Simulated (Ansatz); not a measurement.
`C[S][Al]([F])[Cl]` + `F/C=C(\F)C(F)F` → `C[S][AlH][Cl]` + `F/C=C(\F)C(F)(F)F`  (formal exchange of groups at the Al–F bond)

Computed with Ansatz on PBE0-D4/def2-TZVP structures; ΔE is electronic, products minus reactants. CBS: MP2 limit from def2 TZ/QZ plus the TZ coupled-cluster correction, frozen cores. Double bonds are as drawn, so ΔE can hold a change between cis and trans. DFT in def2-TZVPP. B3LYP here is the variant with VWN-RPA as its local correlation; programs differ in this. HSE06 is defined as in plane-wave codes. Each species was taken in one conformer, which may not be the lowest.

```csv
level,ΔE (kJ/mol),difference from CCSD(T)/CBS
LDA (SPW92),181.7,-34.9
revPBE-D4,197.2,-19.4
BLYP-D4,210.3,-6.3
r2SCAN-D4,202.6,-14.0
B97M-V,193.4,-23.2
B3LYP-D4,211.0,-5.6
r2SCANh-D4,203.1,-13.5
r2SCAN0-D4,203.8,-12.8
HSE06-D4,198.3,-18.3
BHLYP-D4,212.9,-3.7
CAM-B3LYP-D4,208.6,-8.0
ωB97X-V,201.0,-15.6
ωB97M-V,202.6,-14.0
B2PLYP,214.5,-2.1
PBE-QIDH,206.3,-10.3
PBE,196.8,-19.8
revPBE,199.7,-16.9
BLYP,210.9,-5.7
r2SCAN,202.6,-14.0
PBE0,198.9,-17.7
B3LYP,211.2,-5.4
r2SCANh,203.2,-13.4
HSE06,198.3,-18.3
CAM-B3LYP,208.6,-8.0
LC-ωPBE,204.5,-12.1
RPA@PBE/def2-TZVPP,204.2,-12.4
HF/def2-SVP,191.6,-25.0
MP2/def2-SVP,194.4,-22.2
CCSD/def2-SVP,190.1,-26.5
CCSD(T)/def2-SVP,186.1,-30.5
HF/def2-TZVPP,207.6,-9.0
MP2/def2-TZVPP,218.7,2.1
SCS-MP2/def2-TZVPP,217.1,0.5
CCSD/def2-TZVPP,211.2,-5.4
CCSD(T)/def2-TZVPP,209.1,-7.5
HF/def2-QZVPP,210.1,-6.5
MP2/def2-QZVPP,223.9,7.3
SCS-MP2/def2-QZVPP,222.4,5.8
HF/CBS(def2),210.4,-6.2
MP2/CBS(def2),226.3,9.7
CCSD(T)/CBS,216.6,0
```

Largest T1 diagnostic among the species: 0.013.

Leaving LDA and LC-ωPBE aside and taking each functional with its dispersion term where it has one, the values spread over 21.2 kJ/mol, from B97M-V to B2PLYP. LDA lies −15.1 kJ/mol from PBE without D4. At CCSD(T), def2-SVP lies −30.5 kJ/mol from the extrapolated value and def2-TZVPP −7.5 kJ/mol.
